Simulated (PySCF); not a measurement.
BrH₃O₃Ti, multiplicity 1.

```xyz
8

Ti     0.0000     0.0000     0.7988
Br     0.0000     0.0000    -1.5997
O      1.6658     0.1924     1.3820
H      2.1448     0.9462     1.7489
O     -0.6663    -1.5388     1.3820
H     -0.2530    -2.3305     1.7489
O     -0.9995     1.3464     1.3820
H     -1.8918     1.3843     1.7489
```
Charge 0, spin multiplicity 1.

Coordinates come from a B3LYP-D3(BJ)/def2-SVP optimisation. The multiplicity is an assumed one; no other spin state was optimised. The structure was generated by enumeration; whether it is a known compound was not checked. Other conformers were not sampled.

The numbers are results of PySCF with PBE/pcSseg-1, not measurements. Non-relativistic, no solvent.

Computed absolute GIAO shielding of each atom: isotropic value and principal components (ppm):
```tsv
atom	σ(iso)	σ11	σ22	σ33	span
Ti1	-454.5	-554.2	-554.2	-255.1	299.2
Br2	1607.8	1061.4	1061.4	2700.6	1639.2
O3	-44.2	-405.6	-7.3	280.3	685.9
H4	22.7	14.7	24.4	29.1	14.4
O5	-44.2	-405.6	-7.3	280.3	685.9
H6	22.7	14.7	24.4	29.1	14.4
O7	-44.2	-405.6	-7.3	280.3	685.9
H8	22.7	14.7	24.4	29.1	14.4
```
